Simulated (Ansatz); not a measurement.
Wavefunction ladder for CH6ClFSi2 (`C[SiH2][SiH](F)Cl`)

Cartesian coordinates in Å:
```
C -0.9440 1.3703 0.4319
Si -0.6834 -0.4830 0.4091
Si 1.3710 -0.9948 -0.5873
F 2.5685 -0.3713 0.2714
Cl 1.4274 -0.1133 -2.4435
H -0.9048 1.7737 -0.5819
H -0.1697 1.8609 1.0251
H -1.9160 1.6167 0.8644
H -1.7322 -1.1725 -0.3925
H -0.6990 -1.0555 1.7839
H 1.6821 -2.4313 -0.7807
```

Charge 0, multiplicity 1. The geometry is a stationary point of PBE0-D4/def2-TZVP. It is one conformer, not always the lowest. Frozen core, restricted reference, Ansatz 0.2.0. CBS rows extrapolate triple and quadruple zeta; past MP2 they add the triple-zeta difference.

| basis | HF (Eh) | MP2 corr. |
| --- | --- | --- |
| def2-TZVPP | -1178.39203 | -0.85908 |
| def2-QZVPP | -1178.42975 | -0.93380 |

Question: Estimate the CCSD correlation energy and the (T) correction in each basis where they were run (hartree).

Answer: 
```csv
basis,CCSD corr.,(T)
def2-TZVPP,-0.91855,-0.03301
CBS(def2),-1.04862,as TZ
```
